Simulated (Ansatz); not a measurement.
Isomers of Rb$_{3}$H$_{3}$⁺ (doublet), relaxed with PBE0-D4/def2-TZVP; total energies from Ansatz at CCSD(T)/def2-TZVPP.

| isomer | description | energy (Eh) |
| --- | --- | --- |
| A | point group not assigned; 1 × Rb–Rb 5.28 Å; 2 × H–Rb 2.50 to 2.58 Å | -73.39238 |
| B | point group not assigned; 1 × Rb–Rb 5.25 Å; 2 × H–Rb 2.51 to 2.59 Å | -73.39354 |
| C | point group not assigned; 1 × Rb–Rb 5.25 Å; 2 × H–Rb 2.50 to 2.59 Å | -73.39328 |

In the def2 sets Rb takes a core potential; there is no spin–orbit coupling. Correlated methods freeze no core orbitals; core or outer-core shells of Rb are correlated, in sets that lack core-valence functions.

The isomers come from a short search, and lower ones may exist.

Work out the relative energies (1 Eh = 2625.5 kJ/mol) and the Boltzmann populations at 800 K from electronic energies alone (R = 8.314 J/mol/K).

ΔE: A 3.0, B 0.0, C 0.7 kJ/mol. RT = 6.65 kJ/mol. Factors exp(−ΔE/RT): A 0.637, B 1, C 0.9; sum 2.537. Populations: A 25.1 %, B 39.4 %, C 35.5 %. Zero-point energy, vibrational entropy and symmetry numbers are left out and can shift these; an error of 4 kJ/mol changes a ratio by a factor of 1.8. Over the other density-functional and correlated levels in def2 sets, the gap between B and C ranges from 0 to 0 kJ/mol.
